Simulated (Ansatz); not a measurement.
Reaction (hydrogenolysis of a B–Cl bond): `ClB1O[SiH2]S1` + H₂ → `B1O[SiH2]S1` + HCl

Calculated with Ansatz (gas phase, PBE0-D4/def2-TZVP geometries, no zero-point term in ΔE). CCSD(T)/CBS is the MP2 limit (def2-TZVPP, def2-QZVPP) plus CCSD(T) − MP2 in def2-TZVPP, frozen cores. This one scheme is used for every species. Functionals use def2-TZVPP.

```tsv
level	ΔE (kJ/mol)	difference from CCSD(T)/CBS
LDA (SPW92)	69.5	8.1
r2SCANh-D4	69.3	7.9
PBE0	61.0	-0.4
r2SCANh	67.9	6.5
BHLYP	52.7	-8.7
LC-ωPBE	58.3	-3.1
MP2/def2-SVP	78.1	16.7
SCS-MP2/def2-TZVPP	63.5	2.1
CCSD/def2-TZVPP	55.9	-5.5
MP2/def2-QZVPP	70.7	9.3
CCSD(T)/CBS	61.4	0
```

Largest T1 diagnostic among the species: 0.014.

From PBE to PBE0 (25 % exact exchange), in def2-TZVPP and without D4, ΔE moves by −3.4 kJ/mol. At CCSD(T), def2-SVP lies +7.8 kJ/mol from the extrapolated value and def2-TZVPP −0.3 kJ/mol. Leaving LDA and LC-ωPBE aside and taking each functional with its dispersion term where it has one, the values, not all of them listed here, spread over 13.9 kJ/mol, from CAM-B3LYP-D4 to revPBE-D4. LDA lies +5.0 kJ/mol from PBE without D4.
